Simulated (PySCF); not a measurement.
**Heteronuclear NMR**

Molfile (atoms numbered from 1):
```
C8H11N
     RDKit          3D

 20 20  0  0  0  0  0  0  0  0999 V2000
    3.3195   -0.2830   -0.2363 C   0  0  0  0  0  0  0  0  0  0  0  0
    1.9844    0.1863    0.3225 C   0  0  0  0  0  0  0  0  0  0  0  0
    0.8999   -0.4629   -0.3783 N   0  0  0  0  0  0  0  0  0  0  0  0
   -0.4235   -0.1608   -0.1517 C   0  0  0  0  0  0  0  0  0  0  0  0
   -0.8582    0.4914    1.0043 C   0  0  0  0  0  0  0  0  0  0  0  0
   -2.2055    0.7181    1.2137 C   0  0  0  0  0  0  0  0  0  0  0  0
   -3.1469    0.3112    0.2847 C   0  0  0  0  0  0  0  0  0  0  0  0
   -2.7249   -0.3337   -0.8672 C   0  0  0  0  0  0  0  0  0  0  0  0
   -1.3835   -0.5661   -1.0851 C   0  0  0  0  0  0  0  0  0  0  0  0
    4.1370    0.1722    0.3162 H   0  0  0  0  0  0  0  0  0  0  0  0
    3.4027   -1.3641   -0.1554 H   0  0  0  0  0  0  0  0  0  0  0  0
    3.4151   -0.0033   -1.2838 H   0  0  0  0  0  0  0  0  0  0  0  0
    1.9213   -0.0783    1.3836 H   0  0  0  0  0  0  0  0  0  0  0  0
    1.9128    1.2832    0.2409 H   0  0  0  0  0  0  0  0  0  0  0  0
    1.1130   -0.7174   -1.3315 H   0  0  0  0  0  0  0  0  0  0  0  0
   -0.1436    0.8211    1.7422 H   0  0  0  0  0  0  0  0  0  0  0  0
   -2.5214    1.2231    2.1156 H   0  0  0  0  0  0  0  0  0  0  0  0
   -4.1969    0.4953    0.4534 H   0  0  0  0  0  0  0  0  0  0  0  0
   -3.4478   -0.6533   -1.6042 H   0  0  0  0  0  0  0  0  0  0  0  0
   -1.0584   -1.0685   -1.9864 H   0  0  0  0  0  0  0  0  0  0  0  0
  1  2  1  0
  2  3  1  0
  3  4  1  0
  4  5  2  0
  5  6  1  0
  6  7  2  0
  7  8  1  0
  8  9  2  0
  9  4  1  0
  1 10  1  0
  1 11  1  0
  1 12  1  0
  2 13  1  0
  2 14  1  0
  3 15  1  0
  5 16  1  0
  6 17  1  0
  7 18  1  0
  8 19  1  0
  9 20  1  0
M  END
```

[PySCF: shieldings: GIAO PBE0/pcSseg-1; structure optimised with GFN2-xTB; equivalent nuclei averaged; single conformer; no solvent; non-relativistic Hamiltonian]

Predict the ¹⁵N NMR data.

Answers


| atoms | environment | σ (ppm) | δ (ppm) |
| --- | --- | --- | --- |
| N3 | aniline-type nitrogen | 171.4 | -306.0 |

Shieldings were converted by a linear fit to measured shifts: ¹⁵N (scatter 6.3 ppm rms vs CH3NO2, solution or neat liquid). Occasional misses reach two or three times the rms, and more in compound classes unlike the fitted ones.

On a 400 MHz spectrometer ¹⁵N resonates near 40.5 MHz, so 1 ppm is 40.5 Hz.
